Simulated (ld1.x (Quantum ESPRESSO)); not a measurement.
The numbers below are computed, except where a source is named.
Hardness and transferability of assorted potentials

Generated with ld1.x 7.5 (TM, RRKJ, ultrasoft, PAW), atompaw 4.2 or ONCVPSP 4.0.1. The cutoff is in Ry: for ld1.x and atompaw files where the sum of valence levels is converged to 10 mRy in a Bessel basis, for ONCV files where the hardest occupied wave has 1 mHa per electron of residual kinetic energy. The error is the largest all-electron minus pseudo excitation energy over each file’s own four to seven test configurations (ionisations up to +4, promotions, holes and added fractions of an electron), all of which were solved. The labels leave out finer settings (local radius, basis sizes, second energies), which also bear on the numbers. Spin-polarised tests are not counted. The rows are a selection from randomly drawn settings: files with unsolved tests, undetermined cutoffs or missed reference levels are left out.

A true bound ghost makes a file unfit for plane-wave use even where its test errors are small: the radial tests pick states by their node count and pass the ghost by.

| element | potential | cutoff (Ry) | largest error (meV) | bound ghosts |
| --- | --- | --- | --- | --- |
| Ru | TM, PBE, scalar-relativistic, rc 2.00/2.60/1.60 (spd), local s, core correction yes, reference 4d7 5s1 5p0 | 50 | -1818 | none |
| Te | TM, PBEsol, scalar-relativistic, rc 1.80/2.00/1.60 (spd), local d, core correction yes, reference 5s2 5p4 | 50 | -93 | s, p, d |

Question: Fill in the row for Ag: RRKJ, PBE, fully relativistic, rc 2.30/3.85/1.85 (spd), local s, core correction yes, reference 4d10 5s1 5p0.

Answer: cutoff 50 Ry, largest error -1688 meV, bound ghosts: none.

Question: Fill in the row for Br: ultrasoft, PW91, scalar-relativistic, rc 1.50/1.90/1.65 (spd), local smoothed, core correction yes, reference 4s2 4p5.

Answer: cutoff 18 Ry, largest error -91 meV, bound ghosts: none.

Question: Fill in the row for Al: ultrasoft, PBEsol, non-relativistic, rc 2.40/1.90 (sp), local smoothed, core correction yes, reference 3s2 3p0.5.

Answer: cutoff 6 Ry, largest error -8.2 meV, bound ghosts: none.
